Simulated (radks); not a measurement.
Results of a calculation; reference values are marked as such.
All-electron atom: Ta XXI in [Kr] 4d10 4f7.

Level of theory: scalar-relativistic Kohn-Sham, BLYP, spin-polarised, spherical densities, finite nucleus; open shells are filled with parallel spins first (spin-orbit coupling, left out, can overturn this in heavy ions); Fermi nuclear charge, rms radius 5.3507 fm (a radial shooting solver on a logarithmic mesh with Libxc functionals).

Energy parts (eV):
| part | energy |
|---|---|
| total | -420352.61 |
| kinetic | 462108.21 |
| electron-nucleus | -1008947.38 |
| Hartree | 134546.44 |
| exchange-correlation | -8059.89 |

Orbitals (lengths in bohr, moments of r in powers of bohr; <r^-3> diverges for s and p1/2):
[
 {"orbital": "1s down", "occ.": "1", "eigenvalue (eV)": "-67892.92", "<1/r>": "85.40", "<r^4>": "6.205e-07", "<r^-3>": "-", "<r>": "0.01867"},
 {"orbital": "1s up", "occ.": "1", "eigenvalue (eV)": "-67892.90", "<1/r>": "85.40", "<r^4>": "6.205e-07", "<r^-3>": "-", "<r>": "0.01867"},
 {"orbital": "2s up", "occ.": "1", "eigenvalue (eV)": "-12111.35", "<1/r>": "19.96", "<r^4>": "0.00009389", "<r^-3>": "-", "<r>": "0.07897"},
 {"orbital": "2s down", "occ.": "1", "eigenvalue (eV)": "-12111.18", "<1/r>": "19.96", "<r^4>": "0.00009386", "<r^-3>": "-", "<r>": "0.07896"},
 {"orbital": "2p up", "occ.": "3", "eigenvalue (eV)": "-10682.84", "<1/r>": "18.15", "<r^4>": "0.00007328", "<r^-3>": "18750", "<r>": "0.07057"},
 {"orbital": "2p down", "occ.": "3", "eigenvalue (eV)": "-10682.72", "<1/r>": "18.15", "<r^4>": "0.00007325", "<r^-3>": "18750", "<r>": "0.07056"},
 {"orbital": "3s up", "occ.": "1", "eigenvalue (eV)": "-3192.996", "<1/r>": "7.388", "<r^4>": "0.003454", "<r^-3>": "-", "<r>": "0.2048"},
 {"orbital": "3s down", "occ.": "1", "eigenvalue (eV)": "-3187.200", "<1/r>": "7.399", "<r^4>": "0.003438", "<r^-3>": "-", "<r>": "0.2045"},
 {"orbital": "3p up", "occ.": "3", "eigenvalue (eV)": "-2767.829", "<1/r>": "6.838", "<r^4>": "0.003696", "<r^-3>": "4160", "<r>": "0.2048"},
 {"orbital": "3p down", "occ.": "3", "eigenvalue (eV)": "-2762.016", "<1/r>": "6.849", "<r^4>": "0.003675", "<r^-3>": "4175", "<r>": "0.2045"},
 {"orbital": "3d up", "occ.": "5", "eigenvalue (eV)": "-2270.698", "<1/r>": "6.464", "<r^4>": "0.002858", "<r^-3>": "537.3", "<r>": "0.1855"},
 {"orbital": "3d down", "occ.": "5", "eigenvalue (eV)": "-2266.262", "<1/r>": "6.474", "<r^4>": "0.002834", "<r^-3>": "539.3", "<r>": "0.1852"},
 {"orbital": "4s up", "occ.": "1", "eigenvalue (eV)": "-1058.273", "<1/r>": "3.224", "<r^4>": "0.07267", "<r^-3>": "-", "<r>": "0.4478"},
 {"orbital": "4s down", "occ.": "1", "eigenvalue (eV)": "-1048.167", "<1/r>": "3.217", "<r^4>": "0.07311", "<r^-3>": "-", "<r>": "0.4484"},
 {"orbital": "4p up", "occ.": "3", "eigenvalue (eV)": "-914.2469", "<1/r>": "2.963", "<r^4>": "0.09143", "<r^-3>": "1042", "<r>": "0.4706"},
 {"orbital": "4p down", "occ.": "3", "eigenvalue (eV)": "-904.5052", "<1/r>": "2.955", "<r^4>": "0.09219", "<r^-3>": "1035", "<r>": "0.4715"},
 {"orbital": "4d up", "occ.": "5", "eigenvalue (eV)": "-730.4687", "<1/r>": "2.695", "<r^4>": "0.1156", "<r^-3>": "121.0", "<r>": "0.4898"},
 {"orbital": "4d down", "occ.": "5", "eigenvalue (eV)": "-720.9235", "<1/r>": "2.685", "<r^4>": "0.1174", "<r^-3>": "119.9", "<r>": "0.4913"},
 {"orbital": "4f up", "occ.": "7", "eigenvalue (eV)": "-526.0501", "<1/r>": "2.384", "<r^4>": "0.1443", "<r^-3>": "24.83", "<r>": "0.4979"},
 {"orbital": "4f down", "occ.": "0", "eigenvalue (eV)": "-516.0301", "<1/r>": "2.372", "<r^4>": "0.1502", "<r^-3>": "24.60", "<r>": "0.5015"}
]

The highest occupied level is 4f up at -526.05 eV. For comparison, the ionisation energy in NIST's Atomic Spectra Database is 570 eV (theoretical). In exact Kohn-Sham theory the highest level is minus the ionisation energy, but local and semilocal functionals leave it too shallow, through self-interaction and a potential that decays too fast; potentials with the right tail come closer. Spin moment in Bohr magnetons: 7. Summed over all electrons, <r^2> = 7.586 bohr^2, which gives a Langevin (diamagnetic) susceptibility term of -6.01 x 10^-6 cm^3/mol.
